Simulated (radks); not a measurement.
Values are calculated unless marked as measured or tabulated.
Orbital eigenvalues (eV) of the scandium ion Sc3+, [Ar], at several levels of relativity; Dirac values are averaged over j with weights 2j + 1. Spin-unpolarised spherical Kohn-Sham, PBE, point nucleus unless stated (finite: rms radius 3.5459 fm), a radial shooting solver on a logarithmic mesh with Libxc functionals. A level marked "c x" has the speed of light scaled by that factor and shares open shells by 2j + 1; other Dirac levels either fill j = l - 1/2 first or share by 2j + 1.

shell	non-rel.	scalar-rel.	Dirac, 2j+1 shares, finite nucleus	Dirac, c x 1.5	change of magnitude, last against first (%)
1s	-4403.4	-4429.8	-4429.1	-4414.8	+0.26
2s	-502.78	-507.53	-507.43	-504.83	+0.41
2p	-420.90	-421.41	-421.31	-421.08	+0.04
3s	-85.789	-86.430	-86.421	-86.067	+0.33
3p	-64.573	-64.602	-64.596	-64.583	+0.02
3d (empty)	-32.476	-32.301	-32.301	-32.398	-0.24
4s (empty)	-24.810	-24.924	-24.923	-24.860	+0.20
